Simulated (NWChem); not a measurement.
System: MoNHOClF; SMILES [Cl][Mo](=[NH])([F])=[O]

Input file for NWChem:

```
start job
memory heap 200 mb stack 900 mb global 1100 mb
geometry units angstroms noautoz
  Mo     0.003580    -0.244290    -0.022640
  O      0.827650    -0.752781     1.327628
  N      0.927163    -0.708444    -1.387029
  H      1.787734    -1.139224    -1.726921
  F     -1.647525    -1.064454    -0.132904
  Cl    -0.118157     2.025378    -0.011614
end
basis spherical
  * library sto-3g
end
dft
  xc pbe0
  iterations 150
  mulliken
end
task dft energy
```

Geometry: optimised at PBE0/def2-SVP (def2 core potentials past Kr).

Problem. Give the results of this calculation. (PBE0/STO-3G, non-relativistic.) Quantities: basis functions; energy (Ha); highest occupied level (eV); orbital gap (eV); dipole (D).

Solution. 
```
Item                           Result
---------------------------  --------
number of basis functions          52
energy (Ha)                  -4619.84
highest occupied level (eV)     -5.49
orbital gap (eV)                 6.25
dipole (D)                       2.73
```
